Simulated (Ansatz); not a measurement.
Single points on cis-RuCl2(PF3)4 (P₄RuCl₂F₁₂).

```yaml
crystal:
  periodic: [false, false, false]
  atoms:
    - {symbol: Cl, position_ang: [-0.151686, -0.050106, 2.745038]}
    - {symbol: Cl, position_ang: [2.663742, -0.045252, 0.699045]}
    - {symbol: F, position_ang: [1.938840, -0.082089, -2.533871]}
    - {symbol: F, position_ang: [-0.074246, 1.261231, -2.643729]}
    - {symbol: F, position_ang: [-0.223330, -1.165009, -2.664109]}
    - {symbol: F, position_ang: [-2.682168, 1.260238, 1.066110]}
    - {symbol: F, position_ang: [-2.751501, -1.167643, 0.999437]}
    - {symbol: F, position_ang: [-2.718542, 0.104415, -1.058873]}
    - {symbol: F, position_ang: [-0.629754, 3.240384, 0.426040]}
    - {symbol: F, position_ang: [1.575136, 2.902358, -0.528771]}
    - {symbol: F, position_ang: [1.256079, 2.780349, 1.879762]}
    - {symbol: F, position_ang: [1.363047, -2.978624, -0.624626]}
    - {symbol: F, position_ang: [-0.767718, -3.217776, 0.516773]}
    - {symbol: F, position_ang: [1.254658, -2.843086, 1.799545]}
    - {symbol: P, position_ang: [0.507374, 0.000807, -1.843329]}
    - {symbol: P, position_ang: [-1.946595, 0.042911, 0.347673]}
    - {symbol: P, position_ang: [0.605265, 2.232512, 0.545751]}
    - {symbol: P, position_ang: [0.515296, -2.266382, 0.525665]}
    - {symbol: Ru, position_ang: [0.266115, -0.009231, 0.346460]}
basis:
  gaussian: {orbitals: def2-SVP, initial_orbitals: start.molden}
hamiltonian: {xc: pbe, dispersion: d4}
scf: {omitted_lower_state_checks: [starts]}
output: {orbitals: {seedname: orbitals}}
```

The file start.molden holds the orbitals of an earlier run on this structure, at another level or in another basis.

```sh
$ ansatz run in.yaml --threads 2 --pin off --events-out ev --progress --plain --max-ram 32768MiB --backend cuda --devices 0, --max-vram 18GiB
```

Shortened log:

```
Functional definition: PBE
3293 factors; their error is unknown
mean field evaluation 1: about -97297.8853 eV, gradient 2.8e1 eV
mean field evaluation 2: about -97299.3044 eV, gradient 1.1e0 eV
mean field evaluation 4: about -97299.1562 eV, gradient 8.1e-2 eV
mean field -97299.15620803 eV, -3575.6780389084 hartree, gradient 2.9e-5 eV, S^2 0.000000; 0 other end points of the search recorded, 0 dependent functions left out
reference -97299.15628375 eV, -3575.6780416911 hartree; 109, 109 occupied and 198, 198 virtual orbitals, 3293 factors
Total energy: -97300.36286567 eV, -3575.7223827587 hartree
Checks for a lower state left out: starts
```

Hardware: 2 threads of AMD EPYC 7R13 on a shared host and a share (18 GiB) of an NVIDIA H100 80GB HBM3. Wall time 8 s, peak host memory 0.95 GiB.

First input, but with `hamiltonian: {xc: pbe0, dispersion: d4}` (abridged; 6.5 s):

```
Functional definition: PBE0
mean field -97301.90714978 eV, -3575.7791341529 hartree, gradient 2.4e-5 eV, S^2 0.000000
Total energy: -97302.96809922 eV, -3575.8181233257 hartree
Checks for a lower state left out: starts
```

The first input with `hamiltonian: {xc: pbe}`, `correlation: {method: rpa}` and without the key `output` (abridged; 9.5 s):

```
Functional definition: PBE
mean field -97299.15604980 eV, -3575.6780330934 hartree, gradient 5.7e-6 eV, S^2 0.000000
42 core orbitals not correlated: weight in the atoms' cores, before any rotation towards them, 1.000 or more for the frozen orbitals, at most 0.000 for the correlated occupied ones
Total energy: -97220.79164669 eV, -3572.7981943964 hartree
Checks for a lower state left out: starts
```

First input, but with `gaussian: {orbitals: def2-TZVP, fitting: {mean_field: def2-universal-jkfit}, initial_orbitals: start.molden}`, `output: {forces: true, orbitals: {seedname: orbitals}}` (abridged; 9 s):

```
Functional definition: PBE
mean field -97364.53671498 eV, -3578.0807282223 hartree, gradient 5.3e-5 eV, S^2 0.000000
Total energy: -97365.74335422 eV, -3578.1250713964 hartree
Atom 0 force     0.004913    -0.001929    -0.043089 eV/Å
Atom 1 force    -0.064333     0.000634     0.013432 eV/Å
Atom 2 force    -0.797108     0.045588     0.408097 eV/Å
Atom 3 force     0.300790    -0.671684     0.384080 eV/Å
Atom 4 force     0.384409     0.619801     0.394529 eV/Å
Atom 5 force     0.387476    -0.694333    -0.399289 eV/Å
Atom 6 force     0.429012     0.694146    -0.361604 eV/Å
Atom 7 force     0.372423    -0.031879     0.722791 eV/Å
Atom 8 force     0.668169    -0.522448     0.073788 eV/Å
Atom 9 force    -0.532345    -0.355802     0.611684 eV/Å
Atom 10 force    -0.388279    -0.346406    -0.796785 eV/Å
Atom 11 force    -0.454933     0.377349     0.645938 eV/Å
Atom 12 force     0.702137     0.498583     0.015707 eV/Å
Atom 13 force    -0.448819     0.362139    -0.763354 eV/Å
Atom 14 force     0.005328     0.012210    -1.109549 eV/Å
Atom 15 force    -1.138914     0.034255    -0.010759 eV/Å
Atom 16 force     0.301376     1.288633     0.048954 eV/Å
Atom 17 force     0.245040    -1.303679     0.045854 eV/Å
Atom 18 force     0.023658    -0.005177     0.119575 eV/Å
Dipole moment:    -0.355508     0.010071    -0.499571 e Å
Checks for a lower state left out: starts
```

The first input with `gaussian: {orbitals: def2-TZVP, fitting: {mean_field: def2-universal-jkfit}, initial_orbitals: start.molden}`, `hamiltonian: {xc: {name: r2SCANh}, dispersion: d4}` (abridged; 10 s):

```
Functional definition: r2SCANh
mean field -97402.30367799 eV, -3579.4686385135 hartree, gradient 1.9e-5 eV, S^2 0.000000
Total energy: -97402.65760356 eV, -3579.4816450383 hartree
Checks for a lower state left out: starts
```

First input, but with `correlation: {method: mp2}` and without the key `hamiltonian` (abridged; 7.5 s):

```
Functional definition: HF
mean field -97091.99993860 eV, -3568.0651864221 hartree, gradient 1.4e-6 eV, S^2 0.000000
42 core orbitals not correlated: weight in the atoms' cores, before any rotation towards them, 1.000 or more for the frozen orbitals, at most 0.000 for the correlated occupied ones
second order -94.52865370 eV of doubles, -0.00000000 eV of singles
Total energy: -97186.52859230 eV, -3571.5390503719 hartree
Checks for a lower state left out: starts
```

The first input with `gaussian: {orbitals: STO-3G}`, `hamiltonian: {xc: hf}` (abridged; 2.7 s):

```
Functional definition: HF
mean field -213094.53512878 eV, -7831.0797253188 hartree, gradient 2.2e-5 eV, S^2 0.000000
Total energy: -213094.53512878 eV, -7831.0797253188 hartree
Checks for a lower state left out: starts
```

Geometry: PBE-D4/def2-SVP.

In the def2 sets Ru takes a core potential, while STO-3G treats all electrons; there is no spin–orbit coupling. Correlated methods freeze 42 core orbitals; core or outer-core shells of Ru are correlated, in sets that lack core-valence functions. Single mean-field runs in def2-TZVP are fitted with def2-universal-jkfit.
